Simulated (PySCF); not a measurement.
## 2-ethyl-3-methylbut-1-ene (SMILES C=C(CC)C(C)C)

Geometry:
| atom | x (Å) | y (Å) | z (Å) |
| --- | --- | --- | --- |
| C1 | 0.278 | -0.920 | -1.144 |
| C2 | 0.266 | -0.139 | -0.077 |
| C3 | 1.501 | 0.455 | 0.546 |
| C4 | 2.813 | 0.143 | -0.160 |
| C5 | -1.026 | 0.239 | 0.622 |
| C6 | -1.782 | -1.000 | 1.104 |
| C7 | -1.906 | 1.088 | -0.297 |
| H8 | 1.183 | -1.195 | -1.654 |
| H9 | -0.629 | -1.325 | -1.560 |
| H10 | 1.367 | 1.541 | 0.588 |
| H11 | 1.558 | 0.104 | 1.582 |
| H12 | 2.793 | 0.506 | -1.185 |
| H13 | 3.637 | 0.628 | 0.358 |
| H14 | 3.000 | -0.929 | -0.170 |
| H15 | -0.776 | 0.843 | 1.502 |
| H16 | -1.147 | -1.605 | 1.748 |
| H17 | -2.666 | -0.707 | 1.666 |
| H18 | -2.097 | -1.611 | 0.263 |
| H19 | -2.807 | 1.405 | 0.225 |
| H20 | -2.199 | 0.521 | -1.177 |
| H21 | -1.367 | 1.975 | -0.625 |

Theory: PySCF 2.14.0, GIAO CAM-B3LYP/pcSseg-1 magnetisability, rotational g tensor and spin-rotation constants, non-relativistic, gas phase. Geometry: GFN2-xTB.

Question: What are the magnetisability and the molar susceptibility?

Answer: Isotropic -1336 × 10⁻³⁰ J/T², or -80.5 × 10⁻⁶ cm³/mol; principal values -1484, -1299, -1226 × 10⁻³⁰ J/T², anisotropy 231 × 10⁻³⁰ J/T² (root of half the summed squared differences of the principal values). The susceptibility is in cgs units.

Question: Split it along the inertial axes a, b, c into diamagnetic and paramagnetic parts about the centre of mass, with the quadrupole moment.

Answer: 
| axis | χ (10⁻⁶ cm³/mol) | diamagnetic (10⁻⁶ cm³/mol) | paramagnetic (10⁻⁶ cm³/mol) | summed x² of all electrons (Å²) | quadrupole Θ (D Å) |
| --- | --- | --- | --- | --- | --- |
| a | -77.5 | -408.3 | 330.8 | 185.3 | +0.87 |
| b | -81.1 | -983.6 | 902.5 | 49.6 | -0.27 |
| c | -82.8 | -996.5 | 913.7 | 46.6 | -0.60 |

Anisotropies 2χaa − χbb − χcc = +9.1 and 2χbb − χaa − χcc = -2.0 × 10⁻⁶ cm³/mol. Θ is traceless in Buckingham's convention.

Question: And the rotational g tensor?

Answer: 
| axis | rotational constant (GHz) | g | nuclear part | electronic part |
| --- | --- | --- | --- | --- |
| a | 4.4060 | -0.0142 | 0.6705 | -0.6847 |
| b | 1.4800 | -0.0018 | 0.6257 | -0.6275 |
| c | 1.4582 | -0.0004 | 0.6255 | -0.6260 |

Asymmetric top; isotopes 12C, 1H; no vibrational averaging.
